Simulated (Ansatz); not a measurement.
`[Br][SnH3]` + `CCN` → `CC[NH][SnH3]` + HBr at 600 K and 1 bar (ligand exchange at the Sn–Br bond).

Computed with Ansatz on PBE0-D4/def2-TZVP structures; ΔE is electronic, products minus reactants. CCSD(T)/CBS adds triple-zeta CCSD(T) − MP2 to the extrapolated MP2 energy (def2 sets, frozen cores). def2 core potentials past Kr. For Br, Sn outer-core shells are correlated without core-valence functions, which leaves a few kJ/mol of doubt a bond. Scalar relativity is left out up to krypton. One conformer a species, not always the lowest.

| species | CCSD(T)/CBS energy (Eh) | H − E (kJ/mol) | S (J/(mol·K)) |
| --- | --- | --- | --- |
| `[Br][SnH3]` | -2789.16986 | 90.5 | 337.8 |
| `CCN` | -135.01652 | 286.3 | 335.4 |
| `CC[NH][SnH3]` | -350.22359 | 334.7 | 457.0 |
| HBr | -2573.91920 | 33.5 | 219.1 |

H − E and S are ideal-gas, rigid-rotor, harmonic terms from PBE0-D4/def2-TZVP, for one conformer and one mirror image of each species. 1 Eh = 2625.50 kJ/mol, R = 8.31446 J/(mol·K).

Task: By hand: ΔE, ΔH, ΔS and ΔG.

Result: ΔE = (-350.22359) + (-2573.91920) − (-2789.16986) − (-135.01652) = 0.04359 Eh = 114.4 kJ/mol. Δ(H − E) = 334.7 + 33.5 − 90.5 − 286.3 = -8.6, so ΔH = 105.8 kJ/mol. ΔS = 457.0 + 219.1 − 337.8 − 335.4 = 2.9 J/(mol·K). ΔG = 105.8 − 600 × (2.9)/1000 = 104.1 kJ/mol.

Task: By hand: the equilibrium constant, and the temperature at which ΔG would vanish if ΔH and ΔS stayed fixed.

Result: log₁₀ K = −ΔG/(RT ln 10) = -9.1. ΔG = 0 at ΔH/ΔS = 36483 K, far beyond where these terms or the molecules hold.

The number of gas molecules stays the same, so ΔS is small and ΔH decides. A doubt of 5 kJ/mol in ΔE shifts log₁₀ K by 0.4 here. Other conformers and mirror images would add mixing entropy, several J/(mol·K) or more a flexible species. These are equilibria of isolated gas molecules and say nothing of rates. Largest T1 diagnostic: 0.012 (customary marks: 0.02 for closed shells, 0.045 for open ones).
